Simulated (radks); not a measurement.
The numbers below are computed, except where a source is named.
Task: Ce, configuration [Xe] 5d2 6s2 (not the ground configuration). Code: a radial shooting solver on a logarithmic mesh with Libxc functionals. Model: scalar-relativistic Kohn-Sham, SCAN, spin-polarised, spherical densities, finite nucleus; open shells are filled with parallel spins first (spin-orbit coupling, left out, can overturn this in heavy ions); meta-GGA in the generalised Kohn-Sham scheme; Fermi nuclear charge, rms radius 4.8771 fm. Some entries of the table are withheld. Estimate them.

orbital  occ.  eigenvalue (eV)  <r> (bohr)  r(max) (bohr)
1s down     1        -40339.74     0.02457        0.01574
1s up       1        -40339.74     0.02457        0.01574
2s up       1        -6485.997      0.1052        0.08897
2s down     1        -6485.936      0.1052        0.08897
2p up       3        -5805.643     0.09237        0.07170
2p down     3        -5805.591     0.09237        0.07170
3s up       1        -1412.747      0.2781         0.2542
3s down     1        -1412.715      0.2781         0.2542
3p up       3        -1194.678      0.2764         0.2490
3p down     3        -1194.640      0.2764         0.2490
3d up       5        -885.5668      0.2537         0.2056
3d down     5        -885.5041      0.2537         0.2056
4s up       1        -295.6212      0.6355         0.5924
4s down     1        -295.4863      0.6357         0.5925
4p up       3        -223.7386      0.6720         0.6179
4p down     3        -223.6137      0.6721         0.6180
4d up       5        -120.0472         (1)         0.6497
4d down     5        -119.9106         (2)         0.6498
5s up       1         -45.3932       1.497          1.357
5s down     1         -44.8007       1.487          1.355
5p up       3         -26.9844       1.721          1.520
5p down     3         -26.0157       1.698          1.505
5d up       2          -4.6855       2.649          2.083
6s up       1          -4.5130       4.002          3.469
6s down     1          -3.6963       4.446          3.795

Result: 
(1) 4d up <r> (bohr): 0.7385
(2) 4d down <r> (bohr): 0.7384
